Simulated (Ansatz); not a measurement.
```xyz
16

C     0.0000    0.0000    0.0000
C     1.2124    0.7000    0.0000
C     2.4249    0.0000    0.0000
C     3.6373    0.7000    0.0000
C     4.8497    0.0000    0.0000
C     6.0622    0.7000    0.0000
C     7.2746    0.0000    0.0000
H     0.0000   -1.0900    0.0000
H    -0.9440    0.5450    0.0000
H     1.2124    1.7900    0.0000
H     2.4249   -1.0900    0.0000
H     3.6373    1.7900    0.0000
H     4.8497   -1.0900    0.0000
H     6.0622    1.7900    0.0000
H     8.2186    0.5450    0.0000
H     7.2746   -1.0900    0.0000
```

Basis set: def2-TZVP (spherical functions). Charge 0, multiplicity 2.

Computed with Ansatz (development build ahead of 0.2.0); each method stands on the lowest determinant of its kind that the runs found. Restricted functionals stand beside restricted open-shell atoms, which can lie above the unrestricted atoms usual in DFT and then raise those values.

The atomization energy at this shape (free ground-state atoms in the same class of orbitals less the molecule, no zero-point energy) of doublet C7H9:

```
                      method  atomization energy
         PBE0 (unrestricted)       7049.0 kJ/mol
PBE0 (restricted open-shell)       7066.3 kJ/mol
                         UHF       5288.2 kJ/mol
                        ROHF       5249.0 kJ/mol
```

Task: What does ωB97X (restricted open-shell) give?

Result: 6977.3 kJ/mol. Caution for PBE0 (unrestricted), UHF: the unrestricted determinant is spin contaminated. Caution for ROHF: an unrestricted determinant lies well below.

The shape needn't be a minimum at these levels.
